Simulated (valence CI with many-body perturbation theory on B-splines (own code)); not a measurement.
Pb XII: calculated level list

Calculated by relativistic CI+MBPT: three valence electrons over a frozen Dirac-Fock core [Xe] 4f14, a basis of 7 s, 7 p, 8 d, 6 f, 4 g, 1 h functions for each j, with the one-electron correlation potential Σ1, the two-electron term Σ2, the three-electron term Σ3, Breit, model QED; selected CI, second order for the rest, scaled by the run's own slope (own B-spline code, finite nucleus).

No measured levels were compared; by estimate terms of the open shell hold to 2 to 4 % of their energy, and close levels can change places. Excitations out of the core, of the other parity, are not computed and may begin above about 50.8 eV (a cautious bound); beyond it only levels of the ground parity were kept, without lifetimes.

Levels 1 to 45 of 58, with energies above the lowest level, (5d3/2^3) J=3/2. "Leading %" is the weight of the configuration and term that name the level; weights of strongly mixed levels are sums over their largest components and can fall short. In the jj column 3d3/2^4 stands for four electrons in 3d with j = 3/2.

| No. | Configuration | Term | J | E (cm⁻¹) | Leading % | Second component | Leading jj |
| --- | --- | --- | --- | --- | --- | --- | --- |
| 1 | 5d3 | 4F | 3/2 | 0 | 66 | 26 % 5d3 2D | 5d3/2^3 (88 %) |
| 2 | 5d3 | 4F | 5/2 | 20663 | 90 | 9 % 5d3 2D | 5d3/2^2 5d5/2 (95 %) |
| 3 | 5d3 | 4P | 3/2 | 30398 | 43 | 32 % 5d3 2P | 5d3/2^2 5d5/2 (91 %) |
| 4 | 5d3 | 4F | 7/2 | 31103 | 61 | 32 % 5d3 2G | 5d3/2^2 5d5/2 (80 %) |
| 5 | 5d3 | 2G | 9/2 | 34342 | 42 | 32 % 5d3 2H | 5d3/2^2 5d5/2 (92 %) |
| 6 | 5d3 | 4P | 1/2 | 35514 | 65 | 34 % 5d3 2P | 5d3/2^2 5d5/2 (98 %) |
| 7 | 5d3 | 4P | 5/2 | 54471 | 76 | 16 % 5d3 2D | 5d3/2^2 5d5/2 (58 %) |
| 8 | 5d3 | 2G | 7/2 | 54740 | 58 | 38 % 5d3 4F | 5d3/2 5d5/2^2 (86 %) |
| 9 | 5d3 | 4F | 9/2 | 58049 | 52 | 48 % 5d3 2H | 5d3/2 5d5/2^2 (85 %) |
| 10 | 5d3 | 2D | 3/2 | 64457 | 42 | 41 % 5d3 4P | 5d3/2 5d5/2^2 (97 %) |
| 11 | 5d3 | 2P | 1/2 | 67290 | 65 | 35 % 5d3 4P | 5d3/2 5d5/2^2 (98 %) |
| 12 | 5d3 | 2H | 11/2 | 70553 | 100 |  | 5d3/2 5d5/2^2 (100 %) |
| 13 | 5d3 | 2D | 5/2 | 74777 | 80 | 11 % 5d3 2F | 5d3/2 5d5/2^2 (62 %) |
| 14 | 5d3 | 2F | 5/2 | 78352 | 62 | 23 % 5d3 2D | 5d3/2 5d5/2^2 (88 %) |
| 15 | 5d3 | 2F | 7/2 | 82134 | 89 | 10 % 5d3 2G | 5d3/2 5d5/2^2 (93 %) |
| 16 | 5d3 | 2G | 9/2 | 90066 | 57 | 22 % 5d3 4F | 5d5/2^3 (92 %) |
| 17 | 5d3 | 2P | 3/2 | 94304 | 52 | 35 % 5d3 2D | 5d5/2^3 (61 %) |
| 18 | 5d3 | 2D | 3/2 | 114950 | 90 | 6 % 5d3 2P | 5d3/2 5d5/2^2 (61 %) |
| 19 | 5d3 | 2D | 5/2 | 122580 | 72 | 19 % 5d3 2F | 5d5/2^3 (83 %) |
| 20 | 5d2.6s | 4F | 3/2 | 365920 | 85 | 14 % 5d2.6s 2D | 5d3/2^2 6s (95 %) |
| 21 | 5d2.6s | 4F | 5/2 | 370460 | 55 | 26 % 5d2.6s 2F | 5d3/2^2 6s (93 %) |
| 22 | 5d2.6s | 4P | 1/2 | 392450 | 74 | 15 % 5d2.6s 2S | 5d3/2^2 6s (87 %) |
| 23 | 5d2.6s | 4F | 7/2 | 394410 | 89 | 10 % 5d2.6s 2F | 5d3/2 5d5/2 6s (98 %) |
| 24 | 5d2.6s | 2F | 5/2 | 398900 | 45 | 43 % 5d2.6s 4F | 5d3/2 5d5/2 6s (94 %) |
| 25 | 5d2.6s | 4P | 3/2 | 408180 | 79 | 15 % 5d2.6s 2D | 5d3/2 5d5/2 6s (98 %) |
| 26 | 5d2.6s | 4F | 9/2 | 408190 | 65 | 34 % 5d2.6s 2G | 5d3/2 5d5/2 6s (78 %) |
| 27 | 5d2.6s | 4P | 5/2 | 408500 | 50 | 25 % 5d2.6s 2D | 5d3/2 5d5/2 6s (99 %) |
| 28 | 5d2.6s | 2P | 3/2 | 414460 | 41 | 35 % 5d2.6s 2D | 5d3/2 5d5/2 6s (92 %) |
| 29 | 5d2.6s | 2G | 7/2 | 414920 | 55 | 42 % 5d2.6s 2F | 5d3/2 5d5/2 6s (94 %) |
| 30 | 5d2.6s | 2P | 1/2 | 419040 | 81 | 17 % 5d2.6s 4P | 5d3/2 5d5/2 6s (94 %) |
| 31 | 5d2.6s | 2G | 9/2 | 434310 | 65 | 34 % 5d2.6s 4F | 5d5/2^2 6s (78 %) |
| 32 | 5d2.6s | 2F | 7/2 | 439410 | 47 | 44 % 5d2.6s 2G | 5d5/2^2 6s (92 %) |
| 33 | 5d2.6s | 2D | 5/2 | 440910 | 51 | 43 % 5d2.6s 4P | 5d5/2^2 6s (99 %) |
| 34 | 5d2.6s | 2P | 3/2 | 446960 | 57 | 35 % 5d2.6s 2D | 5d5/2^2 6s (95 %) |
| 35 | 5d2.6s | 2S | 1/2 | 475670 | 83 | 9 % 5d2.6s 4P | 5d5/2^2 6s (92 %) |
| 36 | 5d2.6d | 4G | 5/2 | 758610 | 50 | 39 % 5d2.6d 2F | 5d3/2^2 6d3/2 (94 %) |
| 37 | 5d2.6d | 4H | 7/2 | 759560 | 64 | 29 % 5d2.6d 2G | 5d3/2^2 6d3/2 (97 %) |
| 38 | 5d2.6d | 2P | 1/2 | 760250 | 54 | 34 % 5d2.6d 4D | 5d3/2^2 6d3/2 (98 %) |
| 39 | 5d.6s2 | 2D | 3/2 | 761620 | 90 | 5 % 5d2.6d 2D | 5d3/2 6s^2 (90 %) |
| 40 | 5d2.6d | 2F | 5/2 | 773080 | 25 | 22 % 5d2.6d 4G | 5d3/2^2 6d5/2 (90 %) |
| 41 | 5d2.6d | 4G | 7/2 | 774120 | 51 | 17 % 5d2.6d 2G | 5d3/2^2 6d5/2 (88 %) |
| 42 | 5d2.6d | 4D | 3/2 | 774330 | 50 | 14 % 5d2.6d 4F | 5d3/2^2 6d5/2 (88 %) |
| 43 | 5d2.6d | 4H | 9/2 | 774680 | 47 | 23 % 5d2.6d 2H | 5d3/2^2 6d5/2 (88 %) |
| 44 | 5d2.6d | 4P | 1/2 | 775540 | 56 | 21 % 5d2.6d 4D | 5d3/2^2 6d5/2 (91 %) |
| 45 | 5d2.6d | 4F | 3/2 | 776330 | 45 | 21 % 5d2.6d 2D | 5d3/2^2 6d3/2 (83 %) |

Where two levels of one J and parity lie close, their mixing, g and order are uncertain.

The ionisation energy to 5d2 3F_2 of the next ion comes out as 203.7 eV (NIST: 203 ± 2.5 eV (theoretical)). All 58 levels together are meant to be complete up to 410090 cm⁻¹.
